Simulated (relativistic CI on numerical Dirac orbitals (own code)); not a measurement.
# Hyperfine structure of Pt LII, mass number 195

Calculated at this level of theory: Dirac-Coulomb-Breit CI, separate exchange-only KLI orbitals for each configuration, a model potential for QED, unscaled Slater integrals (own radial code, finite nucleus).

Configuration list (outside the closed core [Ne]): 3s²3p⁶3d⁹, 3s²3p⁵3d¹⁰, 3s3p⁶3d¹⁰, 3s²3p⁶3d⁸4s, 3s²3p⁶3d⁸4p, 3s²3p⁴3d¹⁰4s, 3s²3p⁶3d⁸4d, 3s²3p⁴3d¹⁰4p, 3s²3p⁵3d⁹4s, 3s²3p⁶3d⁸4f, 3s²3p⁴3d¹⁰4d, 3s3p⁵3d¹⁰4s, 3s²3p⁵3d⁹4p, 3s3p⁵3d¹⁰4p, 3s²3p⁶3d⁷4s², 3s²3p⁵3d⁹4d. Levels of other configurations are missing.

Nuclear spin I = 1/2, μ = 0.6073 μN (tables of Stone and Pyykkö). The electronic factors are computed for point nuclear moments, without core polarisation or the Bohr-Weisskopf and QED corrections.

```csv
Level,E (eV),A (GHz)
3s²3p⁶3d⁹ ²D5/2,0.00,55.73
3s²3p⁶3d⁹ ²D3/2,86.18,143.9
3s²3p⁵3d¹⁰ ²P°3/2,498.04,274.3
3s²3p⁵3d¹⁰ ²P°1/2,899.82,2670
3s3p⁶3d¹⁰ ²S1/2,1160.93,8275
3s²3p⁶3d⁸4s ⁴F9/2,1845.09,373.5
3s²3p⁶3d⁸4s ²F7/2,1848.41,-261.3
3s²3p⁶3d⁸4s ²S1/2,1877.67,2910
```

Levels with J = 0, under 50 % of one LS term, or S terms without an open s electron are left out. Small factors come from cancelling terms and can be off by tens of per cent or more.

At this charge energies of transitions that change n are usually good to better than 1 %, and those within a shell (Δn = 0) to a few per cent.

(1) Give the hyperfine levels of 3s²3p⁶3d⁹ ²D5/2 relative to its centre of gravity.

Results:

(1) With K = F(F + 1) − I(I + 1) − J(J + 1), E = AK/2: F = 2: -97.52, F = 3: 69.66 GHz.

LS names give the leading component of a level, which can be under half, so a name can repeat, a term be missing and a line seem to break the LS rules.
